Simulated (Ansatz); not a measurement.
Harmonic frequencies (cm⁻¹) at PBE0-D4/def2-TZVP from Ansatz: 75, 88, 105, 256, 258, 362, 380, 410, 2302.

Problem. Which molecule is it?
A. `O=C=[N][GeH][Cl]`•
B. `N[SiH]Br`•
C. `N#[C][Sn]([Cl])[Cl]`•
D. `[GeH2][SeH]`•

Solution. C.
